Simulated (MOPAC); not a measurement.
MOPAC input (PM7):

```
PM7 1SCF CHARGE=1 GEO-OK AUX(PRECISION=9) THREADS=1
OY

Y    -0.00000000 1   -0.00000000 1   -0.30669767 1
O     0.00000000 1    0.00000000 1    1.49515112 1
```

Output:

```
 *******************************************************************************
 **                                                                           **
 **                              MOPAC v23.2.5                                **
 **                                                                           **
 *******************************************************************************
 ** MOPAC's Digital Object Identifier: https://doi.org/10.5281/zenodo.6511958 **
 **                                                                           **
 ** Please cite the open-source release paper for use of this MOPAC version:  **
 ** J. E. Moussa and J. J. P. Stewart (2026)                                  **
 ** MOPAC: An open-source semiempirical molecular orbital program             **
 ** J. Open Source Softw., 11(119), 8025, https://doi.org/10.21105/joss.08025 **
 *******************************************************************************

                              PM7 CALCULATION RESULTS

 *******************************************************************************
 *  PM7        - The PM7 Hamiltonian to be used
 *  GEO-OK     - OVERRIDE INTERATOMIC DISTANCE AND OTHER SAFETY CHECKS
 *
 *
 *
 *                 CHARGE ON SYSTEM = +1
 *
 *
 *
 *  1SCF       - DO 1 SCF AND THEN STOP
 *  AUX        - OUTPUT AUXILIARY INFORMATION
 *******************************************************************************
PM7 1SCF CHARGE=1 GEO-OK AUX(PRECISION=9) THREADS=1
 OY

   ATOM   CHEMICAL          X               Y               Z
  NUMBER   SYMBOL      (ANGSTROMS)     (ANGSTROMS)     (ANGSTROMS)

     1       Y         -0.00000000  *  -0.00000000  *  -0.30669767  *
     2       O          0.00000000  *   0.00000000  *   1.49515112  *

          CARTESIAN COORDINATES

    NO.       ATOM           X           Y           Z

     1         Y         -0.0000     -0.0000     -0.3067
     2         O          0.0000      0.0000      1.4952

 General Reference for PM7:
 "Optimization of Parameters for Semiempirical Methods VI: More Modifications to the
 NDDO Approximations and Re-optimization of Parameters", J. J. P. Stewart, J. Mol. Mod., 1:32, 19 (2013)
 https://link.springer.com/article/10.1007/s00894-012-1667-x

           Empirical Formula: O Y  =     2 atoms

      MOLECULAR POINT GROUP   :   C*v

      RHF CALCULATION, NO. OF DOUBLY OCCUPIED LEVELS = 4

 -------------------------------------------------------------------------------
 PM7 1SCF CHARGE=1 GEO-OK AUX(PRECISION=9) THREADS=1
 OY

     1SCF WAS SPECIFIED, SO BFGS WAS NOT USED
     SCF FIELD WAS ACHIEVED

                              PM7 CALCULATION
                                                       MOPAC v23.2.5 Linux

          FINAL HEAT OF FORMATION =        125.07221 KCAL/MOL =     523.30212 KJ/MOL

          COSMO AREA              =        146.85 SQUARE ANGSTROMS
          COSMO VOLUME            =        165.69 CUBIC ANGSTROMS

          IONIZATION POTENTIAL    =         13.896060 EV
          HOMO LUMO ENERGIES (EV) =        -13.896 -6.271
          NO. OF FILLED LEVELS    =          4
          MOLECULAR WEIGHT        =        104.9053         POINT GROUP:  C*v

          MOLECULAR DIMENSIONS (Angstroms)

            Atom       Atom       Distance
            O     2    Y     1     1.80185
            O     2    Y     1     0.00000
            Y     1    O     2     0.00000

          SCF CALCULATIONS        =          1

   ATOM   CHEMICAL          X               Y               Z
  NUMBER   SYMBOL      (ANGSTROMS)     (ANGSTROMS)     (ANGSTROMS)

     1       Y         -0.00000000  *  -0.00000000  *  -0.30669767  *
     2       O          0.00000000  *   0.00000000  *   1.49515112  *

                             CARTESIAN COORDINATES

   1    Y       -0.000000000    -0.000000000    -0.306697670
   2    O        0.000000000     0.000000000     1.495151120

           Empirical Formula: O Y  =     2 atoms

      MOLECULAR POINT GROUP   :   C*v

                  EIGENVALUES
 -26.94565 -15.03137 -13.89606 -13.89606  -6.27110  -5.03979  -5.03979  -4.93439
  -4.93439  -4.85285  -2.79249  -2.79249   1.38271

              NET ATOMIC CHARGES AND DIPOLE CONTRIBUTIONS

  ATOM NO.   TYPE          CHARGE      No. of ELECS.   s-Pop       p-Pop       d-Pop
    1          Y           2.071317        0.9287     0.09911     0.82568     0.00390
    2          O          -1.071317        7.0713     1.85685     5.21446
 DIPOLE           X         Y         Z       TOTAL
 POINT-CHG.     0.000     0.000   -10.592    10.592
 HYBRID         0.000     0.000    -1.523     1.523
 SUM            0.000     0.000   -12.114    12.114

          ATOMIC ORBITAL ELECTRON POPULATIONS

     Atom    s        px        py        pz      x^2-y^2     xz        z^2       yz        xy
    1  Y   0.09911   0.21607   0.21607   0.39354   0.00000   0.00017   0.00355   0.00017   0.00000
    2  O   1.85685   1.78376   1.78376   1.64695

 **********************
 *                    *
 * JOB ENDED NORMALLY *
 *                    *
 **********************

 == MOPAC DONE ==
```

The dipole moment of an ion depends on the origin.
